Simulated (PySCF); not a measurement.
Species: C2FNSe.
SMILES with atom numbers: `[N:1]#[C:2][C:3]([F:4])=[Se:5]`

Computed by this run: PBE0-D3(BJ)/def2-SVP geometry optimisation, gas phase in PySCF; density fitting, grid level 1; the optimiser is geomeTRIC in internal coordinates, started from a GFN2-xTB structure with every atom displaced at random (about 0.01 Å).

Step 2: E = -71601.2495 eV
```
atom  x, y, z in Å  |  force x, y, z in eV/Å
N1      2.0852   -0.2297   -0.0461    0.015  -0.189   0.017
C2      0.9294   -0.1297   -0.0245   -0.165   0.550  -0.080
C3     -0.4850    0.1068   -0.0092   -0.184  -0.019   0.195
F4     -0.8205    1.3834    0.0482    0.371  -0.146  -0.076
Se5    -1.6755   -1.1650   -0.0065   -0.037  -0.196  -0.056
```

Step 3: E = -71601.2637 eV
```
atom  x, y, z in Å  |  force x, y, z in eV/Å
N1      2.0761   -0.2451   -0.0547   -0.154  -0.085   0.007
C2      0.9228   -0.1104   -0.0198    0.194   0.238   0.043
C3     -0.4896    0.1114    0.0168   -0.166  -0.069  -0.152
F4     -0.8110    1.3899    0.0367    0.104  -0.090   0.055
Se5    -1.6648   -1.1798   -0.0171    0.022   0.005   0.048
```

Problem. Estimate the geometry and energy of step 4. (The exact step hangs on the optimiser's Hessian estimate; all steps are aligned on step 3, rigid shifts and turns removed.)

Solution. E = -71601.2513 eV, largest force 0.493 eV/Å
```
atom  x, y, z in Å  |  force x, y, z in eV/Å
N1      2.0639   -0.2540   -0.0358   -0.124   0.031   0.012
C2      0.9151   -0.0834   -0.0324    0.371  -0.269  -0.182
C3     -0.4993    0.1100   -0.0301    0.072  -0.085   0.431
F4     -0.7848    1.3898    0.0588   -0.367   0.130  -0.134
Se5    -1.6612   -1.1964    0.0016    0.049   0.192  -0.127
```

The energy changes by +0.0125 eV. The first-order estimate −F·Δx gives -0.0208 eV and the mean of the old and new forces, exact on a quadratic surface, +0.0121 eV. The step makes an angle of 52° with the force vector and moves no atom by more than 0.048 Å. The energy falls at the start of this step and ends higher, so the step passed the lowest point of its straight line.

The cost below is that of the whole optimisation. On one thread, Arm Neoverse V2 (aarch64), shared host with 32 logical CPUs at a one-minute load of 13, this took 19 s of wall time and 0.36 GiB of memory at its peak.
